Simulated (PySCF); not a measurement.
Computed IR spectrum (relative IR intensity) of a molecule C2H10OSi3. The structure is a stationary point at PBE-D3(BJ)/def2-SVP. Other conformers were not sampled. Computed with PBE-D3(BJ)/def2-SVP (PySCF). Frequencies are harmonic and unscaled.

Lines under 2 % of the strongest are left out, and lines within 2 cm⁻¹ are merged.

ν (cm⁻¹): 129 (vw), 358 (w), 412 (vw), 443 (vw), 492 (vw), 566 (w), 687 (m), 718 (m), 753 (m), 789 (s), 823 (s), 898 (vs), 902 (m), 912 (m), 917 (w), 986 (vw), 1031 (m), 1326 (w), 1330 (w), 1722 (s), 2136 (m), 2148 (m), 2157 (w), 2162 (s), 2164 (s), 2170 (s), 2719 (vs) (against the strongest line: vs over 80 %, s over 45 %, m over 15 %, w over 4 %, vw less)

Identify the compound among the candidates.
A) [SiH3]CC1[SiH2]O[SiH2]1
B) O=C[Si@H]([SiH3])C[SiH3]
C) [SiH3]OC=C([SiH3])[SiH3]
D) C[Si@@H]1C[SiH2][SiH2]O1

B, O=C[Si@H]([SiH3])C[SiH3]
